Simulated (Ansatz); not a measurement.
Calculation: frozen-core CCSD(T)/cc-pVTZ // PBE0-D3(BJ)/def2-TZVP run with Ansatz (a program for electronic structure).

Ansatz 0.2 input:
```yaml
crystal:
  periodic: [false, false, false]
  atoms:
    - { symbol: S, position_ang: [2.051221, -0.003344, -0.559129] }
    - { symbol: Si, position_ang: [-0.000034, -0.000042, 0.000062] }
    - { symbol: S, position_ang: [-1.236767, 1.37506, -1.048731] }
    - { symbol: S, position_ang: [-0.066346, 0.569039, 2.047514] }
    - { symbol: S, position_ang: [-0.748223, -1.941046, -0.439333] }
    - { symbol: H, position_ang: [1.807289, -0.45907, -1.801378] }
    - { symbol: H, position_ang: [-0.620335, 2.45837, -0.541957] }
    - { symbol: H, position_ang: [0.823699, -0.364201, 2.431239] }
    - { symbol: H, position_ang: [-2.010503, -1.634766, -0.088287] }
basis:
  gaussian: { orbitals: cc-pVTZ }
correlation:
  method: ccsd_t
```

Output:

```
Functional definition: HF
1292 factors; integrals over basis functions are off by at most 9.8e-4 eV
mean field evaluation 1: about -51198.3415 eV, gradient 2.3e1 eV
mean field evaluation 2: about -51198.7785 eV, gradient 2.3e1 eV
mean field evaluation 4: about -51200.9844 eV, gradient 3.8e0 eV
mean field evaluation 8: about -51201.0680 eV, gradient 2.4e-1 eV
mean field evaluation 16: about -51201.0684 eV, gradient 1.5e-6 eV
mean field -51201.06837702 eV, -1881.6045575247 hartree, gradient 1.5e-6 eV, S^2 0.000000; 0 other end points of the search recorded, 0 dependent functions left out
25 core orbitals not correlated
reference -51201.06837702 eV, -1881.6045575247 hartree; 16, 16 occupied and 185, 185 virtual orbitals, 1292 factors
second order -22.52797550 eV of doubles, -0.00000000 eV of singles
cycle   1  -23.72235771 eV  change    -1.2e0 eV  update   1.1e-1
cycle   2  -24.31474249 eV  change   -5.9e-1 eV  update   3.1e-2
cycle   3  -24.41660857 eV  change   -1.0e-1 eV  update   1.4e-2
cycle   4  -24.40928552 eV  change    7.3e-3 eV  update   3.3e-3
cycle   5  -24.40753764 eV  change    1.7e-3 eV  update   1.2e-3
cycle   6  -24.40706961 eV  change    4.7e-4 eV  update   3.8e-4
cycle   7  -24.40693748 eV  change    1.3e-4 eV  update   1.4e-4
cycle   8  -24.40697963 eV  change   -4.2e-5 eV  update   4.2e-5
cycle   9  -24.40698681 eV  change   -7.2e-6 eV  update   1.3e-5
perturbative correction -1.18856881 eV, -0.0436790983 hartree
Total energy: -51226.66393264 eV, -1882.5451768445 hartree
```

Cost: around 5 core-minutes (rough).
